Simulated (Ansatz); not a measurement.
Si(GeH3)2H2 (SiGe₂H₈). Total charge 0; singlet. Geometry PBE0-D4/def2-SVP.

```xyz
11

Si   -0.238    0.832    0.479
Ge    0.024    0.666   -1.885
H     1.361   -0.019   -2.226
H     0.007    2.058   -2.544
H    -1.119   -0.174   -2.486
Ge    0.147   -1.268    1.539
H     1.604   -1.713    1.310
H    -0.786   -2.343    0.952
H    -0.104   -1.178    3.056
H    -1.625    1.301    0.789
H     0.730    1.838    1.017
```

Task: Estimate the orbital energies around the gap (eV) in Ansatz with HF/def2-TZVP, LDA (SPW92)/def2-TZVP, revPBE-D4/def2-TZVP, r2SCANh-D4/def2-TZVP, PBE0-D4/def2-TZVPD.

Result: 
```json
{"orbital": "HOMO−13", "HF/def2-TZVP": "-44.22", "LDA (SPW92)/def2-TZVP": "-29.79", "revPBE-D4/def2-TZVP": "-29.47", "r2SCANh-D4/def2-TZVP": "-31.78", "PBE0-D4/def2-TZVPD": "-33.41"}
{"orbital": "HOMO−12", "HF/def2-TZVP": "-44.22", "LDA (SPW92)/def2-TZVP": "-29.79", "revPBE-D4/def2-TZVP": "-29.47", "r2SCANh-D4/def2-TZVP": "-31.78", "PBE0-D4/def2-TZVPD": "-33.41"}
{"orbital": "HOMO−11", "HF/def2-TZVP": "-44.22", "LDA (SPW92)/def2-TZVP": "-29.78", "revPBE-D4/def2-TZVP": "-29.47", "r2SCANh-D4/def2-TZVP": "-31.78", "PBE0-D4/def2-TZVPD": "-33.41"}
{"orbital": "HOMO−10", "HF/def2-TZVP": "-44.21", "LDA (SPW92)/def2-TZVP": "-29.78", "revPBE-D4/def2-TZVP": "-29.47", "r2SCANh-D4/def2-TZVP": "-31.78", "PBE0-D4/def2-TZVPD": "-33.41"}
{"orbital": "HOMO−9", "HF/def2-TZVP": "-21.09", "LDA (SPW92)/def2-TZVP": "-14.71", "revPBE-D4/def2-TZVP": "-14.51", "r2SCANh-D4/def2-TZVP": "-15.83", "PBE0-D4/def2-TZVPD": "-16.45"}
{"orbital": "HOMO−8", "HF/def2-TZVP": "-19.70", "LDA (SPW92)/def2-TZVP": "-13.84", "revPBE-D4/def2-TZVP": "-13.62", "r2SCANh-D4/def2-TZVP": "-14.84", "PBE0-D4/def2-TZVPD": "-15.43"}
{"orbital": "HOMO−7", "HF/def2-TZVP": "-17.82", "LDA (SPW92)/def2-TZVP": "-12.20", "revPBE-D4/def2-TZVP": "-12.06", "r2SCANh-D4/def2-TZVP": "-13.18", "PBE0-D4/def2-TZVPD": "-13.77"}
{"orbital": "HOMO−6", "HF/def2-TZVP": "-13.70", "LDA (SPW92)/def2-TZVP": "-9.05", "revPBE-D4/def2-TZVP": "-8.98", "r2SCANh-D4/def2-TZVP": "-9.88", "PBE0-D4/def2-TZVPD": "-10.36"}
{"orbital": "HOMO−5", "HF/def2-TZVP": "-13.12", "LDA (SPW92)/def2-TZVP": "-8.70", "revPBE-D4/def2-TZVP": "-8.60", "r2SCANh-D4/def2-TZVP": "-9.47", "PBE0-D4/def2-TZVPD": "-9.94"}
{"orbital": "HOMO−4", "HF/def2-TZVP": "-12.82", "LDA (SPW92)/def2-TZVP": "-8.39", "revPBE-D4/def2-TZVP": "-8.33", "r2SCANh-D4/def2-TZVP": "-9.18", "PBE0-D4/def2-TZVPD": "-9.64"}
{"orbital": "HOMO−3", "HF/def2-TZVP": "-12.79", "LDA (SPW92)/def2-TZVP": "-8.36", "revPBE-D4/def2-TZVP": "-8.31", "r2SCANh-D4/def2-TZVP": "-9.16", "PBE0-D4/def2-TZVPD": "-9.62"}
{"orbital": "HOMO−2", "HF/def2-TZVP": "-12.56", "LDA (SPW92)/def2-TZVP": "-8.07", "revPBE-D4/def2-TZVP": "-8.05", "r2SCANh-D4/def2-TZVP": "-8.88", "PBE0-D4/def2-TZVPD": "-9.35"}
{"orbital": "HOMO−1", "HF/def2-TZVP": "-11.38", "LDA (SPW92)/def2-TZVP": "-7.48", "revPBE-D4/def2-TZVP": "-7.41", "r2SCANh-D4/def2-TZVP": "-8.16", "PBE0-D4/def2-TZVPD": "-8.59"}
{"orbital": "HOMO", "HF/def2-TZVP": "-10.33", "LDA (SPW92)/def2-TZVP": "-7.00", "revPBE-D4/def2-TZVP": "-6.86", "r2SCANh-D4/def2-TZVP": "-7.54", "PBE0-D4/def2-TZVPD": "-7.94"}
{"orbital": "LUMO", "HF/def2-TZVP": "2.99", "LDA (SPW92)/def2-TZVP": "-1.12", "revPBE-D4/def2-TZVP": "-0.85", "r2SCANh-D4/def2-TZVP": "-0.42", "PBE0-D4/def2-TZVPD": "-0.30"}
{"orbital": "LUMO+1", "HF/def2-TZVP": "3.17", "LDA (SPW92)/def2-TZVP": "-0.83", "revPBE-D4/def2-TZVP": "-0.52", "r2SCANh-D4/def2-TZVP": "-0.07", "PBE0-D4/def2-TZVPD": "-0.06"}
{"orbital": "LUMO+2", "HF/def2-TZVP": "3.39", "LDA (SPW92)/def2-TZVP": "-0.70", "revPBE-D4/def2-TZVP": "-0.51", "r2SCANh-D4/def2-TZVP": "0.00", "PBE0-D4/def2-TZVPD": "0.06"}
{"orbital": "LUMO+3", "HF/def2-TZVP": "3.45", "LDA (SPW92)/def2-TZVP": "-0.42", "revPBE-D4/def2-TZVP": "-0.08", "r2SCANh-D4/def2-TZVP": "0.46", "PBE0-D4/def2-TZVPD": "0.16"}
{"orbital": "LUMO+4", "HF/def2-TZVP": "3.83", "LDA (SPW92)/def2-TZVP": "-0.11", "revPBE-D4/def2-TZVP": "0.18", "r2SCANh-D4/def2-TZVP": "0.69", "PBE0-D4/def2-TZVPD": "0.48"}
{"orbital": "LUMO+5", "HF/def2-TZVP": "4.15", "LDA (SPW92)/def2-TZVP": "0.01", "revPBE-D4/def2-TZVP": "0.28", "r2SCANh-D4/def2-TZVP": "0.87", "PBE0-D4/def2-TZVPD": "0.65"}
```
